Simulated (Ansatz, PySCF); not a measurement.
Reaction R1 → P1 + P2, each structure at its B3LYP-D3(BJ)/def2-TZVP stationary point, reached from a drawn start (curvature not checked).
R1: Cl3In (SMILES [Cl][In]([Cl])[Cl]), charge 0, multiplicity 1.
P1: ClIn (SMILES [Cl][In]), charge 0, multiplicity 1.
P2: Cl2 (SMILES ClCl), charge 0, multiplicity 1.

P less R. No zero-point or thermal terms; no spin–orbit coupling.

Cores are frozen in the correlated methods. In cc and def2 sets filled d and f shells under p-block atoms count as core. CBS: X⁻³ extrapolation of the correlation energy, Hartree–Fock from the larger set.

Programs: Ansatz (Gaussian orbitals); PySCF for the D3/D4 terms. All values are computed, each at the level named. Elements past Kr take the def2 small-core potentials, without spin–orbit coupling.

PBE/def2-TZVPP gives 2.738 eV for the reaction energy.

**Question.** Where do these levels fall relative to PBE: PBE-D3(BJ)/def2-TZVPP, r2SCAN/def2-TZVPP, PBE0/def2-TZVPP, wB97M-V/def2-TZVPP, B2PLYP/def2-TZVPP, MP2/def2-QZVPP, CCSD(T)/CBS(def2-TZVPP, def2-QZVPP).

**Answer.** PBE-D3(BJ)/def2-TZVPP 0.052; r2SCAN/def2-TZVPP 0.449; PBE0/def2-TZVPP 0.294; wB97M-V/def2-TZVPP 0.401; B2PLYP/def2-TZVPP 0.321; MP2/def2-QZVPP 0.866; CCSD(T)/CBS(def2-TZVPP, def2-QZVPP) 0.670 eV. 7 of 7 lie above PBE; the widest gap is to MP2/def2-QZVPP.

Ansatz is a first-principles code.
